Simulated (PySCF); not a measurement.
Ru¹⁹⁺ (ruthenium, charge +19) across methods

[Ar] 3d7, high-spin 4F determinant. Calculation: PySCF 2.14, in an even-tempered Gaussian basis (17 s from 1.7 bohr⁻², ratio 2.5; 11 p from 2.2 bohr⁻², ratio 2.5; 8 d from 2.2 bohr⁻², ratio 2.5; 4 f from 11 bohr⁻², ratio 2.7; 4 g from 17 bohr⁻², ratio 2.7); the non-relativistic Hamiltonian (point nucleus).

```json
{"method": "UHF", "E (hartree)": "-4267.66058", "mean ε 3p β (eV)": "-1006.4", "mean ε 3d α (eV)": "-861.26", "mean ε 3d β (eV)": "-850.96", "Σ⟨r²⟩ (bohr²)": "2.613", "⟨S²⟩": "3.751"}
{"method": "revPBE", "E (hartree)": "-4268.61", "mean ε 3p β (eV)": "-971.96", "mean ε 3d α (eV)": "-826.98", "mean ε 3d β (eV)": "-819.53", "Σ⟨r²⟩ (bohr²)": "2.617", "⟨S²⟩": "3.750"}
{"method": "LDA", "E (hartree)": "-4263.90", "mean ε 3p β (eV)": "-971.72", "mean ε 3d α (eV)": "-827.03", "mean ε 3d β (eV)": "-818.76", "Σ⟨r²⟩ (bohr²)": "2.620", "⟨S²⟩": "3.750"}
{"method": "PBE0", "E (hartree)": "-4268.49", "mean ε 3p β (eV)": "-981.10", "mean ε 3d α (eV)": "-835.99", "mean ε 3d β (eV)": "-827.84", "Σ⟨r²⟩ (bohr²)": "2.616", "⟨S²⟩": "3.750"}
{"method": "B97-3", "E (hartree)": "-4268.58", "mean ε 3p β (eV)": "-982.05", "mean ε 3d α (eV)": "-836.82", "mean ε 3d β (eV)": "-828.57", "Σ⟨r²⟩ (bohr²)": "2.615", "⟨S²⟩": "3.750"}
{"method": "r2SCAN", "E (hartree)": "-4268.87", "mean ε 3p β (eV)": "-975.38", "mean ε 3d α (eV)": "-829.98", "mean ε 3d β (eV)": "-822.28", "Σ⟨r²⟩ (bohr²)": "2.614", "⟨S²⟩": "3.750"}
```

Estimate the same row for PBE.

E (hartree) = -4268.33; mean ε 3p β (eV) = -971.95; mean ε 3d α (eV) = -826.99; mean ε 3d β (eV) = -819.53; Σ⟨r²⟩ (bohr²) = 2.617; ⟨S²⟩ = 3.750.

A non-relativistic calculation at this Z misses sizeable relativistic shifts. Spin-orbit coupling, absent here, splits the open shell strongly.
